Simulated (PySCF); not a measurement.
Cost against size for one kind of job: PBE0-D3(BJ)/def2-SVP geometry optimisation, gas phase (PySCF 2.14.0); work: geometry optimisation from a GFN2-xTB start. Hardware: an Arm Neoverse V1 with one thread, no GPU (shared host). Times come from a shared host and carry two figures at best.

```json
{"species (SMILES)": "[CH3][AlH2]", "atoms": "7", "electrons": "24", "basis functions": "57", "SCF cycles": "28", "gradient evaluations": "5", "wall time": "4.1 s"}
{"species (SMILES)": "C#CC=[Se]", "atoms": "6", "electrons": "54", "basis functions": "84", "SCF cycles": "38", "gradient evaluations": "5", "wall time": "11 s"}
{"species (SMILES)": "[O-]c1ccco1", "atoms": "9", "electrons": "44", "basis functions": "99", "SCF cycles": "51", "gradient evaluations": "7", "wall time": "22 s"}
{"species (SMILES)": "C[Se]/C(C)=C/F", "atoms": "13", "electrons": "74", "basis functions": "137", "SCF cycles": "81", "gradient evaluations": "12", "wall time": "?"}
{"species (SMILES)": "O[Si@]([SiH3])([GeH3])CCl", "atoms": "15", "electrons": "100", "basis functions": "159", "SCF cycles": "97", "gradient evaluations": "15", "wall time": "?"}
```

Q: Estimate the withheld figures.

A: `C[Se]/C(C)=C/F`: 1.9 min; `O[Si@]([SiH3])([GeH3])CCl`: 3.6 min.

Q: With all rows, how does the wall time grow with the number of basis functions N?

A: A straight line through log(time) against log(N) has slope 4.0 between N = 57 and 159, and the rows scatter about it by a factor of about 1.3 (standard error of the fit). This is a fit to these rows, whose iteration counts differ, not the method's formal scaling.

Q: Which species took longest, and how many times the shortest run?

A: `O[Si@]([SiH3])([GeH3])CCl`, at 3.6 min: about 53 times the shortest (4.1 s).
